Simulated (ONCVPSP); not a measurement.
Transferability test, ONCV potential for Sr

```json
{"Element": "strontium", "Generator": "ONCVPSP 4.0.1", "Type": "optimised norm-conserving Vanderbilt (ONCV)", "Functional": "PBE", "Relativity": "scalar-relativistic", "Frozen core": "[Ar] 3d10 4s2", "Valence charge": "8", "Reference configuration": "4p6 5s1 5p1", "Partial waves": "5s: rc 3.50 bohr, ncon 4, nbas 7, qcut 1.7 1/bohr, 3 projectors, debl 2.2 Ha; 4p+5p: rc 2.60 bohr, ncon 3, nbas 6, qcut 4.6 1/bohr, 2 projectors; d scattering state at 0.03 Ha: rc 2.60 bohr, ncon 4, nbas 7, qcut 4.1 1/bohr, local", "Local potential": "the d channel", "Core correction": "Teter function fitted to the true core (icmod 2), fcfact 0.5"}
```

In the d channel the program set the typed energies aside and used 0.050 Ha.

Energies are relative to the spin-unpolarised reference configuration 4p6 5s1 5p1; without spin polarisation the order of configurations can differ from experiment.

```
valence configuration  charge  ΔE all-electron (eV)  error AE − PS (meV)
          4p6 5s2 5p0       0                -2.299                 +0.6
          4p6 5s1 5p0      +1                 3.586                 -0.4
          4p6 5s0 5p0      +2                14.592                  +24
```

(1) What are ΔE and the potential's error for 4p5 5s2 5p0?

Note: no bound ghost flagged; GHOST(+) flagged for s at 74.2 eV.

## Answers

(1) ΔE = 26.010 eV all-electron; the error (AE − PS) is -242 meV.
